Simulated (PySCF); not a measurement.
A calculated (CAM-B3LYP, PySCF 2.14, cc-pVDZ-X2C, scalar relativity by spin-free X2C-1e) atom or ion has these occupied shells.

```tsv
shell	electrons	orbital energy (eV)	rms radius, mean of both spins (bohr)
1s α	1	-53622.8	0.0240
1s β	1	-53622.8	0.0240
2s α	1	-8957.0	0.0971
2s β	1	-8956.9	0.0971
2p α	3	-7964.0	0.0874
2p β	3	-7963.9	0.0874
3s α	1	-2007.6	0.250
3s β	1	-2005.8	0.250
3p α	3	-1700.1	0.251
3p β	3	-1698.3	0.251
3d α	5	-1296.4	0.230
3d β	5	-1294.9	0.230
4s α	1	-405.36	0.563
4s β	1	-401.15	0.563
4p α	3	-303.28	0.599
4p β	3	-298.96	0.599
4d α	5	-161.99	0.659
4d β	5	-157.25	0.659
5s α	1	-54.978	1.39
5s β	1	-53.065	1.39
5p α	3	-30.180	1.66
5p β	3	-28.762	1.66
4f α	7	-9.015	1.01
6s α	1	-6.395	4.29
4f β	3	-6.369	1.01
6p α	1	-3.220	5.64
```

Name the element and its charge.

Dy (dysprosium, neutral), in [Xe] 4f10 6s1 6p1, one real determinant (an excited configuration).
